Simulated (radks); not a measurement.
The numbers below are computed, except where a source is named.
Problem. The osmium ion Os4+ is in [Xe] 4f14 5d(3/2: 4, 5/2: 0). Code: a radial shooting solver on a logarithmic mesh with Libxc functionals. Model: Dirac Kohn-Sham, PBE, spin-unpolarised, spherical densities, finite nucleus; Fermi nuclear charge, rms radius of each element as measured or else 0.836 A^(1/3) + 0.57 fm. Sub-shells are occupied by j as written (lower j first in brackets). One electron is removed from 5d3/2, 4f7/2, 4f5/2, 5p3/2 in turn, with full relaxation. Which removal costs least, and what does each cost?

Solution. 5d3/2 55.684 eV; 5p3/2 100.22 eV; 4f7/2 109.54 eV; 4f5/2 112.46 eV. The 5d3/2 electron leaves first.
